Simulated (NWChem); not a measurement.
System: C₃H₈Be; SMILES C[CH]([BeH])C

Here is an NWChem input.

```
start job
memory heap 200 mb stack 900 mb global 1100 mb
geometry units angstroms
  Be     1.803617     0.078735     0.037498
  H      3.118854     0.135830     0.315912
  C      0.147003     0.006664    -0.323911
  C     -0.632622     1.247039     0.163877
  C     -0.522358    -1.295855     0.165698
  H      0.093946     0.003544    -1.442814
  H     -1.702279     1.206791    -0.144900
  H     -0.627254     1.325800     1.272667
  H     -0.216154     2.197126    -0.232367
  H     -0.025275    -2.206873    -0.229379
  H     -1.591512    -1.348715    -0.142924
  H     -0.510096    -1.372393     1.274594
end
basis spherical
  Be library sto-3g
  H library sto-3g
  C library sto-3g
end
dft
  xc hfexch
  iterations 150
end
driver
  maxiter 120
end
task dft optimize
task dft freq
```

Parts of the log:

```
             Northwest Computational Chemistry Package (NWChem) 7.3.0
             --------------------------------------------------------

 CS  symmetry detected

                             Geometry "geometry" -> ""
                             -------------------------

 Output coordinates in angstroms (scale by  1.889725989 to convert to a.u.)

  No.       Tag          Charge          X              Y              Z
 ---- ---------------- ---------- -------------- -------------- --------------
    1 Be                   4.0000     1.81223274     0.10225496     0.00000000
    2 H                    1.0000     3.11266425     0.44794282     0.00000000
    3 C                    6.0000     0.17481162    -0.34387549     0.00000000
    4 C                    6.0000    -0.57449916     0.10691834     1.27264199
    5 C                    6.0000    -0.57449916     0.10691834    -1.27264199
    6 H                    1.0000     0.17922966    -1.46403137     0.00000000
    7 H                    1.0000    -1.62764227    -0.25637246     1.27895301
    8 H                    1.0000    -0.62262931     1.21475192     1.35036796
    9 H                    1.0000    -0.09758077    -0.26472867     2.20406716
   10 H                    1.0000    -0.09758077    -0.26472867    -2.20406716
   11 H                    1.0000    -1.62764227    -0.25637246    -1.27895301
   12 H                    1.0000    -0.62262931     1.21475192    -1.35036796

 Effective nuclear repulsion energy (a.u.)     101.2844779325

      Symmetry information
      --------------------

 Group name             Cs
 Group number              2
 Group order               2
 No. of unique centers     8

                                Z-matrix (autoz)
                                --------

 Units are Angstrom for bonds and degrees for angles

[...]

      ----------------------
      Optimization converged
      ----------------------

  Step       Energy      Delta E   Gmax     Grms     Xrms     Xmax
  ---- ---------------- -------- -------- -------- -------- --------
@    7    -131.30308086 -5.4D-07  0.00005  0.00001  0.00063  0.00139
                                     ok       ok       ok       ok

                                Z-matrix (autoz)
                                --------

 Units are Angstrom for bonds and degrees for angles

[...]

 Rotational Constants
 --------------------
 A=   0.276874 cm-1  (  0.398351 K)
 B=   0.269252 cm-1  (  0.387386 K)
 C=   0.155310 cm-1  (  0.223451 K)

 Temperature                      =   298.15K
 frequency scaling parameter      =   1.0000

 Zero-Point correction to Energy  =   76.081 kcal/mol  (  0.121242 au)
 Thermal correction to Energy     =   79.500 kcal/mol  (  0.126691 au)
 Thermal correction to Enthalpy   =   80.092 kcal/mol  (  0.127635 au)

 Total Entropy                    =   71.012 cal/mol-K
   - Translational                =   37.813 cal/mol-K (mol. weight =  53.0748)
   - Rotational                   =   24.436 cal/mol-K (symmetry #  =        1)
   - Vibrational                  =    8.763 cal/mol-K

 Cv (constant volume heat capacity) =   18.172 cal/mol-K
   - Translational                  =    2.979 cal/mol-K
   - Rotational                     =    2.979 cal/mol-K
   - Vibrational                    =   12.213 cal/mol-K

[normal modes left out]

 ----------------------------------------------------------------------------
 Normal Eigenvalue ||           Projected Infra Red Intensities
  Mode   [cm**-1]  || [atomic units] [(debye/angs)**2] [(KM/mol)] [arbitrary]
 ------ ---------- || -------------- ----------------- ---------- -----------
    1       -0.000 ||    0.000017           0.000         0.017       0.013
    2       -0.000 ||    0.000012           0.000         0.012       0.009
    3       -0.000 ||    0.000005           0.000         0.004       0.004
    4       -0.000 ||    0.000040           0.001         0.039       0.031
    5        0.000 ||    0.000002           0.000         0.002       0.001
    6        0.000 ||    0.000017           0.000         0.017       0.013
    7      227.156 ||    0.001228           0.028         1.197       0.950
    8      240.686 ||    0.000710           0.016         0.692       0.549
    9      243.461 ||    0.000092           0.002         0.090       0.071
   10      332.351 ||    0.002584           0.060         2.519       2.000
   11      411.123 ||    0.000733           0.017         0.715       0.567
   12      680.129 ||    0.150924           3.482       147.128     116.805
   13      686.937 ||    0.172076           3.970       167.749     133.175
   14      856.055 ||    0.022110           0.510        21.554      17.112
   15     1073.916 ||    0.010348           0.239        10.087       8.008
   16     1102.995 ||    0.003784           0.087         3.689       2.928
   17     1173.849 ||    0.000109           0.003         0.106       0.084
   18     1195.028 ||    0.038889           0.897        37.911      30.097
   19     1302.557 ||    0.010059           0.232         9.806       7.785
   20     1408.943 ||    0.000556           0.013         0.542       0.431
   21     1538.016 ||    0.005297           0.122         5.163       4.099
   22     1601.561 ||    0.000299           0.007         0.291       0.231
   23     1737.881 ||    0.005149           0.119         5.019       3.985
   24     1751.509 ||    0.004559           0.105         4.445       3.529
   25     1843.574 ||    0.000198           0.005         0.193       0.154
   26     1850.075 ||    0.001644           0.038         1.603       1.272
   27     1854.463 ||    0.001573           0.036         1.533       1.217
   28     1857.171 ||    0.001679           0.039         1.637       1.300
   29     2641.677 ||    0.003923           0.090         3.824       3.036
   30     3552.492 ||    0.004761           0.110         4.641       3.685
   31     3553.047 ||    0.006317           0.146         6.158       4.889
   32     3588.385 ||    0.001743           0.040         1.699       1.349
   33     3728.193 ||    0.001088           0.025         1.060       0.842
   34     3728.424 ||    0.005719           0.132         5.575       4.426
   35     3740.713 ||    0.001102           0.025         1.074       0.853
   36     3742.150 ||    0.005815           0.134         5.668       4.500
 ----------------------------------------------------------------------------
```

Level: Hartree-Fock/STO-3G.
